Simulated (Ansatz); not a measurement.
B14, relaxed as a singlet with RKS PBE0-D4/def2-SVP in Ansatz, starting from the GFN1-xTB geometry. Force threshold 0.03 eV/Å.

Another isomer (triplet) lies 1.50 eV lower at PBE0-D4/def2-TZVP; other spin states weren't run for this one.

Start:

```xyz
14

B     0.0417   -2.6210   -1.1170
B    -1.3036   -1.8928   -1.3406
B    -1.3754    2.3827    0.7664
B    -0.6772    0.6712    0.1417
B    -2.3367    1.2375    0.3715
B    -2.6160   -1.1298   -1.1736
B    -3.0717    0.0991   -0.3344
B     0.1500    2.1242    0.5981
B     3.2667   -0.1568    0.6769
B     1.1049   -1.8992   -0.2381
B    -0.2658   -0.8480   -0.3592
B     2.4679   -1.3921    0.2889
B     1.6823    2.1423    0.8058
B     2.9329    1.2826    0.9135
```

**Question.** Estimate the energy that the relaxation releases and the steps that it takes.

**Answer.** 4.54 eV, in 34 steps; 3.3 min on 4 threads of Arm Neoverse V1 on a shared host. No frequencies were taken in this run, so the end may be a saddle point.

**Question.** Does the start keep its bonding?

**Answer.** Bonds formed: B4–B7, B4–B10, B6–B11, B7–B11, B8–B10, B12–B13, B12–B14 (atoms count from 1).

**Question.** Predict the relaxed structure.

**Answer.** 
| atom | x (Å) | y (Å) | z (Å) |
| --- | --- | --- | --- |
| B1 | 0.207 | -1.368 | -1.399 |
| B2 | -1.148 | -2.140 | -1.611 |
| B3 | -1.145 | 2.080 | 0.577 |
| B4 | -0.944 | 0.484 | 0.233 |
| B5 | -2.425 | 1.204 | 0.593 |
| B6 | -2.469 | -1.506 | -1.062 |
| B7 | -2.592 | -0.257 | -0.059 |
| B8 | 0.344 | 1.628 | 0.157 |
| B9 | 3.361 | -0.522 | 1.390 |
| B10 | 0.569 | -0.287 | -0.221 |
| B11 | -1.025 | -1.131 | -0.256 |
| B12 | 1.976 | -0.407 | 0.720 |
| B13 | 1.959 | 1.411 | 0.274 |
| B14 | 3.330 | 0.811 | 0.662 |
Bond lengths: 26 × B–B 1.52 to 1.96 Å.
